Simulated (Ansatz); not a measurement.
Species: C$_{5}$H$_{5}$F, SMILES `C=C=C=CCF` (C–C–C–F torsion 127°) (charge 0, multiplicity 1), formula C$_{5}$H$_{5}$F.

**Question.** How many basis functions does frozen-core CCSD(T)/cc-pVTZ // B3LYP-D3(BJ)/def2-TZVP run with Ansatz (a first-principles code) use, how many core orbitals are frozen, and how many electrons are correlated?

**Answer.** 250 basis functions and 6 frozen orbitals, which leaves 32 correlated electrons. Core time is of the order of minutes.
